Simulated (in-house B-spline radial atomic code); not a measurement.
Multiplet parameters of the 3d7 shell in As8+ ([Ar] 3d7). Computed with a radial B-spline atomic code at the basis-set limit: non-relativistic Hartree-Fock, average of configuration, point nucleus.

Slater integrals: F^2 = 166682 cm⁻¹, F^4 = 105688 cm⁻¹. Central-field spin-orbit parameter ζ(3d) = 2847 cm⁻¹ (bare central field on non-relativistic orbitals, without two-electron terms: too large for light atoms, too small for heavy ones).

(1) What are Racah's B and C?

(2) Where do the terms lie in LS coupling, without spin-orbit interaction?

(3) Is LS coupling a fair picture here?

Results:

(1) B = F^2/49 - 5F^4/441 = 2203 cm⁻¹, C = 35F^4/441 = 8388 cm⁻¹, C/B = 3.81.

(2) In cm⁻¹ above the Hund's-rule term (some of the terms):
| term | expression | energy |
| --- | --- | --- |
| 4F | 0B + 0C | 0 |
| 4P | 15B + 0C | 33051 |
| 2G | 4B + 3C | 33977 |
| 2H | 9B + 3C | 44994 |
| 2F | 24B + 3C | 78045 |

(3) Unscaled Hartree-Fock integrals overestimate measured term splittings, because correlation screens the repulsion; fits to spectra scale them down, most for low charges. Here ζ is 1.29 times B, so the coupling is intermediate: spin-orbit interaction mixes the terms, and LS labels name only the largest part.
